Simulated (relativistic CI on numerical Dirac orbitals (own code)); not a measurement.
## Tc³⁺: M2,3 absorption edge

Computed with this model: Dirac-Coulomb-Breit CI, separate exchange-only KLI orbitals for each configuration, a model potential for QED, valence Slater integrals scaled by 0.7, multiplet model of core-to-valence dipole absorption; configurations [Kr] 4d4 → [Ne] 3s2 3p5 3d10 4s2 4p6 4d5; 80 K; Lorentzian 3 eV and Gaussian 0.4 eV FWHM. Energies are those of the free ion, without screening or charge transfer. The branching ratio is the share of the lower-energy edge in the whole absorption, uncertain by about 0.02 where the edges overlap. S is read from ⟨S²⟩ = S(S + 1).

Field parameters in Wybourne normalisation: D3d B²₀ = −7Dσ, B⁴₀ = −14Dq − 21Dτ, B⁴₃ = −14√(10/7) Dq; D4h B²₀ = −7Ds, B⁴₀ = 21(Dq − Dt), B⁴₄ = 21√(5/14) Dq; Oh B⁴₀ = 21Dq, B⁴₄ = √(5/14) B⁴₀. The field is a parameter set, without covalency.

Computed curve for D3d, 10Dq = 28100, Dσ = -980, Dτ = -440 cm⁻¹, scaled to 100 at the maximum (points under 2 are left out and the grid is thinned):

```csv
Energy (eV),Intensity
420.0,2.0
420.5,2.2
421.5,2.6
422.0,2.8
423.0,3.4
423.5,3.8
424.0,4.2
425.0,5.3
425.5,6.1
426.5,8.1
427.0,9.6
427.5,11.5
428.5,17.4
429.0,22.2
429.5,29.0
430.5,51.2
431.0,64.6
432.0,81.2
432.5,87.0
433.0,94.5
434.0,97.9
434.5,87.8
435.5,58.8
436.0,45.8
436.5,35.3
437.5,21.4
438.0,17.1
439.0,11.7
439.5,9.9
440.0,8.5
441.0,6.6
441.5,5.9
442.0,5.3
443.0,4.5
443.5,4.2
444.5,3.8
445.0,3.7
445.5,3.7
446.5,3.7
447.0,3.9
448.0,4.5
448.5,5.0
449.0,5.7
450.0,8.3
450.5,10.5
451.5,17.4
452.0,21.5
452.5,25.0
453.5,30.4
454.0,30.2
454.5,27.3
455.5,18.6
456.0,14.8
457.0,9.0
457.5,7.1
458.0,5.7
459.0,3.9
459.5,3.3
460.5,2.5
461.0,2.2
```

The ground state has S = 0.98, and the centroid lies at 437.55 eV.
